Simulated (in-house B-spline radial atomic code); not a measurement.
Orbital energies and mean radii along the 28-electron series, configuration [Ar] 3d10. The effective charge is n√(-2ε), a non-relativistic measure. Computed with a B-spline radial code for spherical atoms: non-relativistic Hartree-Fock, average of the configuration, point nuclei.

This level leaves out relativity, spin-orbit splitting included, which matters for heavy ions.

```
  ion   Z  energy of 1s (Eh)  mean radius of 1s (bohr)  energy of 2p (Eh)  mean radius of 2p (bohr)  energy of 3p (Eh)  mean radius of 3p (bohr)  energy of 2s (Eh)  mean radius of 2s (bohr)  effective charge of 1s
  Cu+  29            -329.11                   0.05288            -35.929                   0.20754            -3.6419                   0.75775            -41.128                   0.23755                  25.656
 Zn2+  30            -354.06                  0.051085            -39.669                   0.19951            -4.5903                   0.71945            -45.101                   0.22879                   26.61
 Ga3+  31            -380.05                  0.049407             -43.71                   0.19208            -5.6975                   0.68316            -49.379                   0.22065                   27.57
 Ge4+  32            -407.07                  0.047837            -48.035                   0.18517            -6.9453                   0.64943            -53.942                   0.21306                  28.533
 As5+  33            -435.11                  0.046362            -52.635                   0.17874            -8.3241                   0.61834            -58.781                   0.20596                  29.499
 Se6+  34            -464.16                  0.044976            -57.503                   0.17273            -9.8281                   0.58978            -63.889                   0.19931                  30.468
 Br7+  35            -494.22                  0.043671            -62.634                    0.1671            -11.454                   0.56355            -69.264                   0.19308                  31.439
 Kr8+  36                  ?                         ?                  ?                         ?                  ?                         ?                  ?                         ?                       ?
 Rb9+  37            -557.36                  0.041274            -73.681                   0.15686            -15.062                   0.51721            -80.798                   0.18168                  33.388
Sr10+  38            -590.44                  0.040171            -79.592                   0.15219            -17.041                    0.4967            -86.955                   0.17646                  34.364
Zr12+  40                  ?                         ?                  ?                         ?                  ?                         ?                  ?                         ?                       ?
Nb13+  41            -695.71                   0.03719            -98.862                   0.13968             -23.67                   0.44375            -106.97                   0.16244                  37.302
Mo14+  42            -732.81                  0.036292             -105.8                   0.13595            -26.107                    0.4285            -114.15                   0.15823                  38.283
Tc15+  43             -770.9                  0.035437            -112.98                   0.13241            -28.659                   0.41425            -121.59                   0.15424                  39.266
Ru16+  44                  ?                         ?                  ?                         ?                  ?                         ?                  ?                         ?                       ?
Rh17+  45            -850.11                  0.033841            -128.12                   0.12585            -34.101                   0.38841            -137.22                   0.14682                  41.234
Pd18+  46            -891.21                  0.033096            -136.07                    0.1228            -36.991                   0.37666            -145.42                   0.14337                  42.219
Ag19+  47            -933.32                  0.032383            -144.27                    0.1199            -39.994                    0.3656            -153.87                   0.14007                  43.205
Cd20+  48            -976.42                    0.0317            -152.72                   0.11713            -43.109                   0.35517            -162.58                   0.13692                  44.191
In21+  49           -1020.53                  0.031045            -161.42                   0.11448            -46.337                   0.34532            -171.54                   0.13391                  45.178
```

(1) Fill in the row of Kr8+.

(2) Fill in the row of Zr12+.

(3) Fill in the row of Ru16+.

(4) How does the screening of 1s change?

Results:

(1) energy of 1s (Eh): -525.29; mean radius of 1s (bohr): 0.042438; energy of 2p (Eh): -68.028; mean radius of 2p (bohr): 0.16182; energy of 3p (Eh): -13.199; mean radius of 3p (bohr): 0.53943; energy of 2s (Eh): -74.901; mean radius of 2s (bohr): 0.18721; effective charge of 1s: 32.413.

(2) energy of 1s (Eh): -659.62; mean radius of 1s (bohr): 0.038134; energy of 2p (Eh): -92.183; mean radius of 2p (bohr): 0.14362; energy of 3p (Eh): -21.346; mean radius of 3p (bohr): 0.46012; energy of 2s (Eh): -100.04; mean radius of 2s (bohr): 0.16686; effective charge of 1s: 36.321.

(3) energy of 1s (Eh): -810; mean radius of 1s (bohr): 0.034621; energy of 2p (Eh): -120.42; mean radius of 2p (bohr): 0.12905; energy of 3p (Eh): -31.323; mean radius of 3p (bohr): 0.40092; energy of 2s (Eh): -129.28; mean radius of 2s (bohr): 0.15044; effective charge of 1s: 40.249.

(4) Z less the effective charge goes from 3.34 at Z = 29 to 3.82 at Z = 49.
